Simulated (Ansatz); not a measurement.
Gas-phase electronic energies from Ansatz, PBE0-D4/def2-TZVP geometries. CBS: MP2 limit from def2 TZ/QZ plus the TZ coupled-cluster correction, frozen cores. DFT in def2-TZVPP. B3LYP here is the variant with VWN-RPA as its local correlation; programs differ in this. For Se outer-core shells are correlated without core-valence functions, which leaves a few kJ/mol of doubt a bond. Scalar relativity is left out up to krypton. One conformer a species, not always the lowest.

`[SeH]C1BO1` + `CC([SiH3])=S` → `CC(=S)[SeH]` + `[SiH3]C1BO1`  (redistribution)

| level | ΔE (kcal/mol) | difference from CCSD(T)/CBS |
| --- | --- | --- |
| PBE-D4 | -7.5 | -1.5 |
| PBE0-D4 | -7.0 | -1.0 |
| B3LYP-D4 | -6.9 | -0.9 |
| ωB97X-V | -5.9 | 0.1 |
| ωB97M-V | -5.8 | 0.2 |
| PBE | -7.5 | -1.5 |
| PBE0 | -6.9 | -0.9 |
| B3LYP | -6.9 | -0.9 |
| HF/def2-TZVPP | -5.3 | 0.7 |
| MP2/def2-TZVPP | -7.0 | -1.0 |
| SCS-MP2/def2-TZVPP | -6.3 | -0.3 |
| CCSD/def2-TZVPP | -5.5 | 0.5 |
| CCSD(T)/def2-TZVPP | -5.8 | 0.2 |
| HF/def2-QZVPP | -5.3 | 0.7 |
| MP2/def2-QZVPP | -7.1 | -1.1 |
| CCSD/CBS(def2) | -5.8 | 0.2 |
| CCSD(T)/CBS | -6.0 | 0 |

Largest T1 diagnostic among the species: 0.016.
